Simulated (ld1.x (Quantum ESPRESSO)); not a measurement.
## Configuration tests for Be (ultrasoft)

Be (Z = 4), ultrasoft, made with ld1.x (Quantum ESPRESSO) 7.5 (Wu–Cohen, scalar-relativistic). Core [He], reference 2s2 2p0. Waves: 2s (bound): rcut 1.50, rcutus 1.85 bohr; 2s channel at 0.7 Ry: rcut 1.50, rcutus 1.85 bohr; 2p (bound, empty): rcut 3.15, rcutus 4.35 bohr; 2p channel at 0.25 Ry: rcut 3.15, rcutus 4.35 bohr. Local part: all-electron potential smoothed inside 3.40 bohr (lloc = -1). Core correction: Bessel-smoothed model core inside 1.20 bohr. Augmentation charge: built from norm-conserving waves at rcut, not smoothed further.

Energies are relative to the spin-unpolarised reference configuration 2s2 2p0; without spin polarisation the order of configurations can differ from experiment.

```json
{"valence configuration": "2s1 2p0", "charge": "+1", "ΔE all-electron (eV)": "9.468", "error AE − PS (meV)": "+7.5"}
{"valence configuration": "2s1.5 2p0", "charge": "+0.5", "ΔE all-electron (eV)": "3.725", "error AE − PS (meV)": "+1.0"}
{"valence configuration": "2s0 2p1", "charge": "+1", "ΔE all-electron (eV)": "13.399", "error AE − PS (meV)": "+46"}
{"valence configuration": "2s0 2p2", "charge": "0", "ΔE all-electron (eV)": "7.251", "error AE − PS (meV)": "-22"}
```

Q: What are ΔE and the potential's error for 2s1 2p1?

A: ΔE = 3.614 eV all-electron; the error (AE − PS) is -6.4 meV.
